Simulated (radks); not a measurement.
Q: These are the eigenvalues of the occupied orbitals of an atom or ion with whole-number occupations (hartree). Calculated with a radial shooting solver on a logarithmic mesh with Libxc functionals: Dirac Kohn-Sham, BLYP, spin-unpolarised, spherical densities, finite nucleus; Fermi nuclear charge, rms radius of each element as measured or else 0.836 A^(1/3) + 0.57 fm.

| orbital | eigenvalue |
|---|---|
| 1s1/2 | -3232.025 |
| 2s1/2 | -578.3176 |
| 2p1/2 | -555.6876 |
| 2p3/2 | -475.2117 |
| 3s1/2 | -139.4305 |
| 3p1/2 | -129.1555 |
| 3p3/2 | -111.2009 |
| 3d3/2 | -94.20663 |
| 3d5/2 | -90.38494 |
| 4s1/2 | -32.18992 |
| 4p1/2 | -27.73198 |
| 4p3/2 | -23.33533 |
| 4d3/2 | -16.04825 |
| 4d5/2 | -15.22760 |
| 5s1/2 | -6.08847 |
| 4f5/2 | -5.79274 |
| 4f7/2 | -5.60770 |
| 5p1/2 | -4.55956 |
| 5p3/2 | -3.72753 |
| 5d3/2 | -1.59843 |
| 5d5/2 | -1.49781 |
| 6s1/2 | -1.08531 |
| 6p1/2 | -0.75391 |

Which element is it, and in what charge state? The configuration may be excited.

A: Z = 82, lead, charge +2: Pb2+ in [Xe] 4f14 5d(3/2: 4, 5/2: 5) 6s2 6p(1/2: 1, 3/2: 0). The list shows which subshells hold electrons but not how many an open one holds; the 1s level, -3232 hartree, gives Z - s = 80.4 by -(Z - s)^2/2, which with screening and relativity narrows Z to a few neighbours, and the depths of the outer levels then fix element, charge and occupations together.
